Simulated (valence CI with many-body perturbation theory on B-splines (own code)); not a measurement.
**E1 line list for Bi76+**

Level of theory: relativistic CI+MBPT: five valence electrons over a frozen Dirac-Fock core [He], radial functions for each j: 11 s, 11 p, 10 d, 8 f, 5 g, 2 h, with the one-electron correlation potential Σ1 (screened to all orders), the two-electron term Σ2, the three-electron term Σ3, Breit, model QED; selected single and double excitations, second order for the rest, scaled by the run's own slope (own B-spline code, finite nucleus).

The last digits are not significant, and no measured levels were compared; by estimate large intervals hold to a few tenths of a per cent, small ones and those within an open d or f shell to about a per cent. Among the levels kept, up to 7700 cm⁻¹ of a level comes from second order outside the variational space, and about a tenth of that is noise between levels of different J, which matters for small intervals.

Lines 1 to 50 of 600 in falling wavelength, among levels below 142950 × 10³ cm⁻¹, chosen from the strongest by gf and those to the six lowest levels. Wavelengths and rates use the calculated energies. Electric multipoles are in the length gauge, E1 and E2 with the static RPA response of the core. Weak lines are less certain than strong ones. Lines between different terms over intervals too small for the method are left out, as are lines whose strength nearly cancels. The highest levels of a list are the least certain.

Levels are named by their leading jj configuration (3d3/2^4 stands for four electrons in 3d with j = 3/2), which in mixed levels can hold well under half, so a name can repeat and another be missing. Letters in brackets count levels of one name in rising energy.

```csv
λ vac (nm),Upper,Lower,A (s⁻¹),S (a.u.)
22.53,(2s^2 2p1/2^2 4f7/2) J=7/2,(2s^2 2p1/2^2 4d5/2) J=5/2,3.19e+09,1.44e-01
12.42,(2s^2 2p1/2^2 4f5/2) J=5/2,(2s^2 2p1/2^2 4d3/2) J=3/2,1.77e+10,1.00e-01
10.34,(2s^2 2p1/2^2 4d5/2) J=5/2,(2s^2 2p1/2^2 4p3/2) J=3/2,5.13e+10,1.68e-01
6.880,(2s 2p1/2 2p3/2^2 3p1/2) J=5/2 [b],(2s 2p1/2 2p3/2^2 3s) J=7/2,2.92e+10,2.81e-02
4.484,(2s^2 2p3/2^2 3d5/2) J=5/2 [a],(2s^2 2p3/2^2 3p3/2) J=3/2 [a],7.51e+10,2.00e-02
4.475,(2s 2p1/2 2p3/2^2 3d5/2) J=5/2 [f],(2s 2p1/2 2p3/2^2 3p3/2) J=3/2 [g],9.60e+10,2.55e-02
4.465,(2s 2p1/2^2 2p3/2 3d5/2) J=5/2 [a],(2s 2p1/2^2 2p3/2 3p3/2) J=5/2 [a],5.53e+10,1.46e-02
4.463,(2s 2p1/2 2p3/2^2 3d5/2) J=7/2 [b],(2s 2p1/2 2p3/2^2 3p3/2) J=5/2 [b],7.54e+10,2.64e-02
4.410,(2s 2p1/2 2p3/2^2 3d5/2) J=9/2 [a],(2s 2p1/2 2p3/2^2 3p3/2) J=7/2 [a],9.08e+10,3.84e-02
4.408,(2s 2p1/2^2 2p3/2 3d5/2) J=9/2,(2s 2p1/2^2 2p3/2 3p3/2) J=7/2,1.62e+11,6.85e-02
4.389,(2s 2p1/2 2p3/2^2 3d5/2) J=7/2 [e],(2s 2p1/2 2p3/2^2 3p3/2) J=5/2 [e],1.33e+11,4.45e-02
4.380,(2s 2p1/2^2 2p3/2 3d5/2) J=3/2 [b],(2s 2p1/2^2 2p3/2 3p3/2) J=1/2 [b],1.13e+11,1.88e-02
4.373,(2s 2p1/2 2p3/2^2 3d5/2) J=11/2,(2s 2p1/2 2p3/2^2 3p3/2) J=9/2,1.67e+11,8.28e-02
4.370,(2s 2p1/2^2 2p3/2 3d5/2) J=7/2 [a],(2s 2p1/2^2 2p3/2 3p3/2) J=5/2 [a],1.33e+11,4.37e-02
4.353,(2s^2 2p3/2^2 3d5/2) J=7/2,(2s^2 2p3/2^2 3p3/2) J=5/2,4.92e+10,1.60e-02
4.335,(2s 2p1/2^2 2p3/2 3d5/2) J=5/2 [b],(2s 2p1/2^2 2p3/2 3p3/2) J=3/2 [b],1.38e+11,3.33e-02
4.331,(2s 2p1/2 2p3/2^2 3d5/2) J=9/2 [b],(2s 2p1/2 2p3/2^2 3p3/2) J=7/2 [b],1.29e+11,5.17e-02
4.328,(2s^2 2p1/2 2p3/2 3d5/2) J=7/2 [b],(2s^2 2p1/2 2p3/2 3p3/2) J=5/2 [b],1.24e+11,3.97e-02
4.327,(2s^2 2p1/2 2p3/2 3d5/2) J=5/2 [b],(2s^2 2p1/2 2p3/2 3p3/2) J=3/2 [b],8.31e+10,1.99e-02
4.321,(2s^2 2p1/2 2p3/2 3d5/2) J=7/2 [a],(2s^2 2p1/2 2p3/2 3p3/2) J=5/2 [a],1.38e+11,4.40e-02
4.320,(2s 2p1/2 2p3/2^2 3d5/2) J=5/2 [d],(2s 2p1/2 2p3/2^2 3p3/2) J=3/2 [e],1.11e+11,2.65e-02
4.304,(2s 2p1/2 2p3/2^2 3d5/2) J=7/2 [a],(2s 2p1/2 2p3/2^2 3p3/2) J=5/2 [a],1.18e+11,3.70e-02
4.303,(2s 2p1/2 2p3/2^2 3d5/2) J=9/2 [b],(2s 2p1/2 2p3/2^2 3p3/2) J=9/2,3.47e+10,1.36e-02
4.299,(2s^2 2p3/2^2 3d5/2) J=9/2,(2s^2 2p3/2^2 3p3/2) J=7/2,1.29e+11,5.06e-02
4.295,(2s 2p1/2 2p3/2^2 3d5/2) J=7/2 [c],(2s 2p1/2 2p3/2^2 3p3/2) J=5/2 [c],1.47e+11,4.61e-02
4.287,(2s 2p1/2^2 2p3/2 3d5/2) J=7/2 [b],(2s 2p1/2^2 2p3/2 3p3/2) J=5/2 [b],1.69e+11,5.24e-02
4.284,(2s 2p1/2 2p3/2^2 3d5/2) J=7/2 [d],(2s 2p1/2 2p3/2^2 3p3/2) J=5/2 [d],1.32e+11,4.09e-02
4.282,(2s^2 2p3/2^2 3d5/2) J=5/2 [b],(2s^2 2p3/2^2 3p3/2) J=3/2 [b],1.36e+11,3.15e-02
4.270,(2s 2p1/2 2p3/2^2 3d5/2) J=9/2 [a],(2s^2 2p3/2^2 3d5/2) J=7/2,6.84e+10,2.63e-02
4.262,(2s^2 2p1/2^2 3d5/2) J=5/2,(2s^2 2p1/2^2 3p3/2) J=3/2,1.69e+11,3.86e-02
4.251,(2s^2 2p1/2 2p3/2 3d5/2) J=9/2,(2s^2 2p1/2 2p3/2 3p3/2) J=7/2,1.68e+11,6.37e-02
4.249,(2s 2p1/2 2p3/2^2 3d5/2) J=5/2 [c],(2s 2p1/2 2p3/2^2 3p3/2) J=3/2 [d],1.64e+11,3.72e-02
4.247,(2s 2p1/2 2p3/2^2 3d5/2) J=5/2 [b],(2s 2p1/2 2p3/2^2 3p3/2) J=5/2 [b],8.48e+10,1.92e-02
4.232,(2s 2p1/2 2p3/2^2 3d5/2) J=9/2 [c],(2s 2p1/2 2p3/2^2 3p3/2) J=7/2 [c],1.74e+11,6.50e-02
4.216,(2s 2p1/2 2p3/2^2 3p3/2) J=7/2 [a],(2s^2 2p3/2^2 3p3/2) J=5/2,6.22e+10,1.84e-02
4.208,(2s 2p1/2 2p3/2^2 3d5/2) J=3/2 [d],(2s 2p1/2 2p3/2^2 3p3/2) J=1/2 [c],1.18e+11,1.73e-02
4.197,(2s 2p1/2 2p3/2^2 3d5/2) J=5/2 [e],(2s 2p1/2 2p3/2^2 3p3/2) J=3/2 [f],1.27e+11,2.77e-02
4.150,(2s 2p1/2^2 2p3/2 3d5/2) J=5/2 [a],(2s 2p1/2^2 2p3/2 3p3/2) J=3/2 [a],1.11e+11,2.35e-02
4.119,(2s^2 2p1/2 2p3/2 3d5/2) J=5/2 [a],(2s^2 2p1/2 2p3/2 3p3/2) J=3/2 [a],1.21e+11,2.51e-02
4.084,(2s^2 2p1/2 2p3/2 3d5/2) J=3/2 [a],(2s^2 2p1/2 2p3/2 3p3/2) J=1/2 [a],1.03e+11,1.39e-02
3.918,(2s 2p1/2^2 2p3/2 3d5/2) J=3/2 [a],(2s 2p1/2^2 2p3/2 3p3/2) J=3/2 [a],1.11e+11,1.31e-02
3.917,(2s 2p1/2 2p3/2^2 3d5/2) J=3/2 [c],(2s 2p1/2 2p3/2^2 3p3/2) J=1/2 [b],1.11e+11,1.31e-02
3.834,(2s 2p1/2 2p3/2^2 3d5/2) J=7/2 [b],(2s 2p1/2 2p3/2^2 3p3/2) J=7/2 [b],8.72e+10,1.94e-02
3.729,(2s 2p1/2 2p3/2^2 3d5/2) J=5/2 [a],(2s 2p1/2 2p3/2^2 3p3/2) J=5/2 [a],8.55e+10,1.31e-02
3.684,(2s^2 2p3/2^2 3d5/2) J=5/2 [a],(2s^2 2p3/2^2 3p3/2) J=5/2,9.92e+10,1.47e-02
3.664,(2s^2 2p1/2^2 4d3/2) J=3/2,(2s^2 2p1/2^2 4p1/2) J=1/2,9.27e+11,9.00e-02
3.655,(2s 2p1/2 2p3/2^2 3p3/2) J=9/2,(2s^2 2p3/2^2 3p3/2) J=7/2,8.28e+10,2.00e-02
3.546,(2s^2 2p1/2^2 4p3/2) J=3/2,(2s^2 2p1/2^2 4s) J=1/2,1.20e+12,1.05e-01
3.306,(2s 2p1/2^2 2p3/2 3p3/2) J=7/2,(2s^2 2p1/2 2p3/2 3p3/2) J=5/2 [a],7.99e+10,1.14e-02
3.134,(2s 2p1/2^2 2p3/2^2) J=5/2,(2s^2 2p1/2 2p3/2^2) J=5/2,2.79e+10,2.54e-03
```
